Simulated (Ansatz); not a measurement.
## Ansatz (development build ahead of 0.2.0) run

```yaml
crystal:
  periodic: [false, false, false]
  atoms:
    - { symbol: V, position_ang: [0.0, 0.0, 0.0] }
    - { symbol: H, position_ang: [0.0, 1.5951, 0.74381] }
    - { symbol: H, position_ang: [0.0, -1.5951, 0.74381] }
basis:
  gaussian: { orbitals: pcseg-2 }
magnetization:
  spin_polarized: true
  initial_magnetization: 1
hamiltonian:
  xc: { name: wB97X }
```

The input is written out in the form of the current development build from the run's settings.

Output:

- Converged: yes
- Total energy: -945.07164 hartree
- Spin squared of the determinant: 1.756
- Stability test: minimum

Caution: another spin multiplicity may lie lower; the unrestricted determinant is a mixture of spin states.
